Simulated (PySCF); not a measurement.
Compound: C₆H₁₃OP.
Atom-mapped SMILES: `[CH3:1][CH2:2][CH2:3][P@@:4]1(=[O:5])[CH2:6][C@H:7]1[CH3:8]` (hydrogens: H9, H10, H11 on C1; H12, H13 on C2; H14, H15 on C3; H16, H17 on C6; H18 on C7; H19, H20, H21 on C8)

All values: PBE0/pcSseg-1 (PySCF, non-relativistic), on one gas-phase PBE0-D3(BJ)/def2-SVP geometry that isn't relaxed in the solvent. The solvent is an IEF-PCM continuum (cavity from Bondi-type radii × 1.2). Only the electrostatic response of the medium enters.

Gas phase at PBE0/pcSseg-1: HOMO -6.84 eV, LUMO 0.89 eV, dipole 4.08 D.

Q: What does the continuum do to the energy, the frontier levels and the dipole at PBE0/pcSseg-1 in chloroform and acetone?

A: 
```
   solvent      ε  E(solvent) − E(gas) (kJ/mol)  polarisation term (kJ/mol)  distortion of the solute (kJ/mol)  HOMO (eV)  LUMO (eV)  dipole (D)
chloroform  4.711                        -27.00                      -31.05                               4.05      -6.91       1.04        5.12
   acetone  20.49                        -36.04                      -43.66                               7.62      -6.94       1.05        5.54
```

The polarisation term is half the interaction of the solute with the surface charges that it induces; the rest is the cost of distorting the solute's density. The sum is the electrostatic part of solvation alone. From chloroform to acetone the lowering changes by a factor 1.33, Onsager's factor (ε − 1)/(2ε + 1) by 1.30 and ε itself by 4.3.

Q: Which radius a makes the point-dipole formula ΔE = −[(ε − 1)/(2ε + 1)]·μ²/a³ give the value in acetone, with the gas-phase dipole?

A: μ = 1.606 au and |ΔE| = 0.01373 Eh give a = 2.35 Å; the farthest nucleus lies 3.43 Å from the centroid of the nuclei, so such a sphere wouldn't even hold the nuclei. The formula assumes a rigid point dipole at the centre of a sphere.

Q: Which IAO charges (PBE0/pcSseg-1) respond most in acetone (means over atoms taken as equivalent)?

A: 
```
atoms                     environment  gas (e)  solvent (e)  change
   O5               phosphoryl oxygen   -0.890       -0.951  -0.061
  H14              methylene hydrogen   +0.143       +0.160  +0.017
  H17              methylene hydrogen   +0.153       +0.167  +0.014
  H13              methylene hydrogen   +0.152       +0.141  -0.011
   C7  sp3 carbon bound to phosphorus   -0.366       -0.357  +0.009
  H15              methylene hydrogen   +0.161       +0.169  +0.008
```

Q: Which Mayer bond orders change most in acetone?

A: 
```tsv
bond	length (Å)	gas	solvent	change
P4–O5	1.496	1.824	1.739	-0.085
P4–C6	1.793	0.877	0.902	+0.025
C7–P4	1.798	0.850	0.868	+0.018
C3–P4	1.819	0.911	0.924	+0.013
C6–C7	1.559	0.879	0.872	-0.007
C3–H14	1.102	0.921	0.914	-0.007
C3–H15	1.102	0.932	0.927	-0.005
C6–H17	1.097	0.934	0.929	-0.005
```

On one thread, Arm Neoverse V1 (aarch64), on a shared host, this took 36 s of wall time and 1.2 GiB of memory at its peak. This is the whole shielding run at PBE0/pcSseg-1 in acetone, SCF included.

Conformer computed: `[CH3:1][CH2:2][CH2:3][P@@:4]1(=[O:5])[CH2:6][C@H:7]1[CH3:8]`: C1–C2–C3–P4 63°, C2–C3–P4–O5 46°.
